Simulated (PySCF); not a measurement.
H$_{2}$AlO$_{2}$, charge +1, singlet, at a GFN2-xTB geometry (such geometries of metal compounds can be far from the true shape).

PySCF was given this input:
```python
from pyscf import gto, scf, mp

mol = gto.M(
    atom='''
Al    0.00132080    0.02336884    0.00560416
O     1.23746324    0.11111106   -1.01695056
H     1.88158776    0.60380242   -1.53726831
O    -1.24415863   -0.22957239    0.98854196
H    -1.84519501    0.04009327    1.69168308
''',
    basis='def2-tzvp',
    charge=1,
    verbose=4,
)

mf = scf.RHF(mol)
mf.kernel()

pt = mp.MP2(mf, frozen=7)
pt.kernel()
print('E(MP2) = %.10f' % pt.e_tot)
```

Problem. What does this run give for the SCF-reference HOMO-LUMO gap, SCF-reference Mulliken (on the basis functions themselves) charges in atom order, total energy, SCF-reference HOMO energy?

Solution. 
- SCF-reference HOMO-LUMO gap = 15.13 eV
- SCF-reference Mulliken (on the basis functions themselves) charges in atom order = Al1 1.30, O2 -0.57, H3 0.42, O4 -0.57, H5 0.42
- total energy = -393.2448 Eh
- SCF-reference HOMO energy = -20.27 eV
